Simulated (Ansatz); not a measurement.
Gas-phase electronic energies from Ansatz, PBE0-D4/def2-TZVP geometries. CBS: MP2 limit from def2 TZ/QZ plus the TZ coupled-cluster correction, frozen cores. This one scheme is used for every species. DFT in def2-TZVPP. One conformer a species, not always the lowest.

Consider the ligand exchange at the Si–O bond: `CO[Si](C)(N)Cl` + HCl → `C[Si](N)(Cl)Cl` + CH₃OH.

Q: Is it downhill or uphill in electronic energy at CCSD(T)/CBS, and by how much? (An estimate is asked.)

A: Ansatz gave: Uphill: ΔE = +10.9 kJ/mol.

Q: What do these levels give: r2SCAN-D4, PBE, r2SCAN, MP2/def2-TZVPP, HF/CBS(def2), MP2/CBS(def2)? (Estimate.)

A: Ansatz gave: r2SCAN-D4 8.4, PBE -0.4, r2SCAN 7.2, MP2/def2-TZVPP 11.2, HF/CBS(def2) 14.6, MP2/CBS(def2) 6.8 kJ/mol.

Largest T1 diagnostic among the species: 0.010.

The D4 term adds +3.4 kJ/mol with B3LYP and +2.3 kJ/mol with PBE0; it sums over pairs of atoms, weighted by their polarisabilities, and B3LYP, whose exchange is more repulsive, gets the larger term.

B3LYP here is the variant with VWN-RPA as its local correlation; programs differ in this.
